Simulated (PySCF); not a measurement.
**Lu²⁷⁺: ionisation energy**

Lu²⁷⁺ [Kr] 4d8 (3F) → Lu²⁸⁺ [Kr] 4d7 (4F), as a difference of total energies. Calculation: PySCF 2.14, in an uncontracted even-tempered set (19 s from 2 bohr⁻², ratio 2.5; 14 p from 2.6 bohr⁻², ratio 2.5; 9 d from 2.6 bohr⁻², ratio 2.5; 4 f from 14 bohr⁻², ratio 2.7; 3 g from 21 bohr⁻², ratio 2.7); scalar relativity by spin-free X2C-1e. Correlated levels: outer shells: [Ar] 3d10 frozen; virtual orbitals above 40 to 60 times the deepest correlated orbital energy dropped. The calculations carry no spin-orbit coupling.

```
                method  ionisation energy (eV)
                   UHF                  1036.6
    MP2 (outer shells)                  1037.2
SCS-MP2 (outer shells)                  1037.2
   CCSD (outer shells)                  1037.1
CCSD(T) (outer shells)                  1037.1
```

Spin-orbit coupling is strong in these open shells (close to jj coupling). The scalar numbers leave it out and a first-order estimate fails, so it can dominate the gap to the real levels.

Breit and QED terms and the two-electron picture change are absent.

For comparison: 1032 ± 4 eV (theoretical estimate listed by NIST; NIST Atomic Spectra Database, ionization energies).
